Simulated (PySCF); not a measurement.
## C₆ coefficients of unlike pairs at UHF

Calculated with PySCF 2.14 from the dipole response of each species, C₆(A,B) = (3/π) ∫ α_A(iu) α_B(iu) du, in atomic units, from isotropic polarisabilities. For ions this is the dispersion term alone; charge-induced terms of lower order in 1/R come first.

```json
{"species": "Li⁺", "configuration": "1s2 (1S)", "basis": "aug-cc-pCVTZ-DK with one added diffuse shell each of s, p, d, f type (8s7p5d3f)", "relativity": "spin-free X2C", "α (bohr³)": "0.1673", "C₆ (like pair)": "0.06394"}
{"species": "I²⁺", "configuration": "[Kr] 4d10 5s2 5p3 (4S)", "basis": "def2-QZVPPD with the def2 core potential (28 electrons) (8s7p5d4f1g)", "relativity": "core potential", "α (bohr³)": "14.00", "C₆ (like pair)": "97.95"}
{"species": "Rh", "configuration": "[Kr] 4d8 5s1 (4F)", "basis": "x2c-TZVPPall with one added diffuse shell each of s, p, d, f type (9s7p7d3f1g)", "relativity": "spin-free X2C", "α (bohr³)": "88.60", "C₆ (like pair)": "804.0"}
{"species": "Al³⁺", "configuration": "[Ne] (1S)", "basis": "aug-cc-pwCVQZ (10s9p7d5f3g)", "relativity": "none", "α (bohr³)": "0.2649", "C₆ (like pair)": "0.2442"}
```

(1) Estimate C₆ for Rh with I²⁺.

No spin-orbit coupling is included.

The other pairs:

| pair | C₆ |
| --- | --- |
| I²⁺, Li⁺ | 2.037 |
| Al³⁺, I²⁺ | 3.533 |
| Rh, Li⁺ | 3.910 |
| Al³⁺, Rh | 6.542 |
| Al³⁺, Li⁺ | 0.1225 |

## Answers

(1) The integral gives 235.7. The combination rule 2 C_A C_B / (C_A α_B/α_A + C_B α_A/α_B) gives 210.9 and the geometric mean 280.6.
